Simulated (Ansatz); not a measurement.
`ClB[TeH]` + disilane → `[SiH3][SiH2][TeH]` + `BCl`  (formal exchange of groups at a Te–B bond)

Calculated with Ansatz (gas phase, PBE0-D4/def2-TZVP geometries, no zero-point term in ΔE). CBS: MP2 limit from def2 TZ/QZ plus the TZ coupled-cluster correction, frozen cores. This one scheme is used for every species. Functionals use def2-TZVPP. def2 core potentials past Kr. For Te outer-core shells are correlated without core-valence functions, which leaves a few kJ/mol of doubt a bond.

`ClB[TeH]`:

Cartesian coordinates in Å:
```
Cl -0.195 -1.438 -1.166
B -0.681 -0.147 -0.108
Te 0.677 1.128 0.905
H -1.841 0.049 0.072
H 2.040 0.408 0.296
```

`[SiH3][SiH3]`:

Z-matrix (Å, degrees):
```
Si
Si 1 2.338
H 1 1.488 2 110.3
H 1 1.488 2 110.3 3 120.0
H 1 1.488 2 110.3 3 -120.0
H 2 1.488 1 110.3 3 59.9
H 2 1.488 1 110.3 3 179.9
H 2 1.488 1 110.3 3 -60.1
```

`[SiH3][SiH2][TeH]`:

Z-matrix (Å, degrees):
```
Si
Si 1 2.337
H 1 1.487 2 109.8
H 1 1.487 2 110.0 3 120.1
H 1 1.487 2 109.8 3 -119.8
Te 2 2.500 1 106.5 3 60.0
H 2 1.487 1 110.6 3 -59.9
H 2 1.487 1 110.7 3 -180.0
H 6 1.658 2 92.2 1 -179.9
```

`BCl`:

```xyz
4

B    -0.005   -0.069    0.136
Cl    0.050    0.719   -1.407
H     0.979   -0.618    0.521
H    -1.024   -0.031    0.750
```

```tsv
level	ΔE (kJ/mol)
revPBE	8.8
BLYP	9.3
CCSD/def2-SVP	7.9
HF/def2-TZVPP	-9.5
```

Problem. What does CCSD(T)/CBS give? (Estimate.)

Solution. The calculation gave: +1.1 kJ/mol. The listed levels differ from it by 7.7, 8.2, 6.8, -10.6 kJ/mol.

Problem. What do rigid-rotor, harmonic-oscillator terms from PBE0-D4/def2-TZVP frequencies (298.15 K, 1 bar) make of the CCSD(T)/CBS value? (Best estimate.)

Solution. Ansatz gave: ΔZPE = 0.0 kJ/mol, ΔH = +3.2 kJ/mol, ΔS = 25 J/(mol·K), ΔG = -4.2 kJ/mol. Modes under 50 cm⁻¹ make the entropy rough.

Largest T1 diagnostic among the species: 0.014.

From BLYP to BHLYP (50 % exact exchange), in def2-TZVPP and without D4, ΔE moves by −10.1 kJ/mol. At CCSD(T), def2-SVP lies +9.6 kJ/mol from the extrapolated value and def2-TZVPP +5.0 kJ/mol. In def2-TZVPP, CCSD(T) changes the Hartree–Fock value by +15.6 kJ/mol (the triples alone add +2.8 kJ/mol) and MP2 by +13.3 kJ/mol.
